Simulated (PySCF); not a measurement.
Atom-mapped SMILES (the numbers label the heavy atoms): `[CH2:1]=[C:2]([CH3:3])[Si@H:4]1[CH:5]=[CH:6][SiH2:7][C:8]([Cl:9])=[CH:10]1` (H(Xn): hydrogen on atom n). Ha(Si7) is cis to C2 on the ring; Ha(C1) is cis to C3; Hb(Si7) is trans to C2 on the ring; Hb(C1) is trans to C3.

[PySCF 2.14: shielding tensors at PBE0/pcSseg-1 (GIAO); geometry from GFN2-xTB; non-relativistic; gas phase; a single conformation; fast rotation and ring inversion assumed for equivalent nuclei]

Q: List the cross peaks expected in HSQC, COSY and HMBC spectra.

A: 

HSQC (one-bond C–H):
```tsv
δH	δC
7.46 (H(C5))	157.0 (C5)
7.31 (H(C6))	152.6 (C6)
7.17 (H(C10))	147.1 (C10)
6.07 (Ha(C1))	135.5 (C1)
5.79 (Hb(C1))	135.5 (C1)
1.90 (H(C3))	24.6 (C3)
```

COSY cross peaks (H two or three bonds apart, from the bond graph; peaks can be absent where the dihedral angle is near 90°):
```tsv
δH	δH
7.46 (H(C5))	7.31 (H(C6))
7.46 (H(C5))	4.96 (H(Si4))
7.31 (H(C6))	4.66 (Ha(Si7))
7.31 (H(C6))	4.62 (Hb(Si7))
7.17 (H(C10))	4.96 (H(Si4))
6.07 (Ha(C1))	5.79 (Hb(C1))
4.66 (Ha(Si7))	4.62 (Hb(Si7))
```

HMBC (two and three bonds, from the bond graph):
```tsv
δH	δC
7.46 (H(C5))	152.6 (C6), 152.5 (C2), 147.1 (C10)
7.31 (H(C6))	157.7 (C8), 157.0 (C5)
7.17 (H(C10))	157.7 (C8), 157.0 (C5), 152.5 (C2)
6.07 (Ha(C1))	152.5 (C2), 24.6 (C3)
5.79 (Hb(C1))	152.5 (C2), 24.6 (C3)
4.96 (H(Si4))	157.7 (C8), 157.0 (C5), 152.6 (C6), 152.5 (C2), 147.1 (C10), 135.5 (C1), 24.6 (C3)
4.66 (Ha(Si7))	157.7 (C8), 157.0 (C5), 152.6 (C6), 147.1 (C10)
4.62 (Hb(Si7))	157.7 (C8), 157.0 (C5), 152.6 (C6), 147.1 (C10)
1.90 (H(C3))	152.5 (C2), 135.5 (C1)
```

δ = σ(ref) − σ, references computed at the same level: ¹H (σref 31.72) and ¹³C (σref 186.93) against TMS.

Short H···H contacts in this conformer between protons four or more bonds apart (candidates for NOE cross peaks, intensity ∝ r⁻⁶): Ha(C1)···H(C3) 2.37 Å, Hb(C1)···H(Si4) 2.77 Å.

Carbons that carry Cl, above all several Cl atoms, come out too deshielded, partly because spin–orbit coupling is missing. Shifts are as computed. Against solution values, carbons near 30 ppm lie about +3 ppm off and those near 130 ppm about +5 ppm; carbons on Cl a further +6 ppm. Of 1211 compounds with measured shifts, 218 miss one by over three times the rms of a fit or turn the order of signals round; such compounds aren't used in these exercises.
